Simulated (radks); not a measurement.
Tc XXXVIII, configuration [He] 2s2 2p2. All-electron calculation, Dirac Kohn-Sham, LB94 model potential, spin-unpolarised, spherical densities, finite nucleus; open shells fill j = l - 1/2 first; Fermi nuclear charge, rms radius 4.4112 fm. Program: a radial shooting solver on a logarithmic mesh with Libxc functionals.

Normalised radial functions P(r) = r R(r) (large component), r in bohr:

```
   r/bohr * 2p3/2 (the largest magnitude, 2.79, reaches the edge; | marks zero)
 0.001717 *
  0.00189 *
 0.002081 *
  0.00229 *
 0.002501 *
 0.002753 *
  0.00303 *
 0.003336 *
 0.003672 |*
 0.004042 |*
 0.004449 |*
 0.004897 |*
  0.00539 |*
 0.005934 |*
 0.006531 | *
  0.00719 | *
 0.007914 | *
 0.008711 |  *
 0.009589 |  *
  0.01056 |   *
  0.01153 |    *
  0.01269 |     *
  0.01397 |      *
  0.01537 |       *
  0.01692 |        *
  0.01863 |          *
   0.0205 |           *
  0.02257 |             *
  0.02484 |                *
  0.02735 |                  *
   0.0301 |                     *
  0.03314 |                        *
  0.03648 |                           *
  0.04015 |                              *
   0.0442 |                                 *
  0.04865 |                                     *
  0.05312 |                                        *
  0.05848 |                                            *
  0.06437 |                                               *
  0.07085 |                                                 *
  0.07799 |                                                    *
  0.08585 |                                                     *
   0.0945 |                                                      *
    0.104 |                                                      *
   0.1145 |                                                     *
    0.126 |                                                  *
   0.1387 |                                               *
   0.1527 |                                           *
   0.1681 |                                      *
   0.1851 |                                 *
   0.2037 |                           *
   0.2242 |                      *
   0.2448 |                 *
   0.2695 |            *
   0.2967 |        *
   0.3266 |     *
   0.3595 |   *
   0.3957 | *
   0.4356 |*
   0.4794 |*
```

2p3/2 (empty): eigenvalue -5212.5 eV, 0 radial nodes, <r> = 0.123 bohr, 90 % of the charge inside 0.199 bohr.
